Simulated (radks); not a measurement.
Q: The potassium ion K9+ is in [Ne]. Method: Dirac Kohn-Sham, BLYP, spin-unpolarised, spherical densities, finite nucleus; Fermi nuclear charge, rms radius of each element as measured or else 0.836 A^(1/3) + 0.57 fm; computed with a radial shooting solver on a logarithmic mesh with Libxc functionals. Sub-shells are occupied by j as written (lower j first in brackets). One electron is removed from 2p1/2, 2s1/2, 2p3/2, 1s1/2 in turn, with full relaxation. Which removal costs least, and what does each cost?

A: 2p3/2 505.06 eV; 2p1/2 508.25 eV; 2s1/2 574.42 eV; 1s1/2 3852.5 eV. The 2p3/2 electron leaves first.
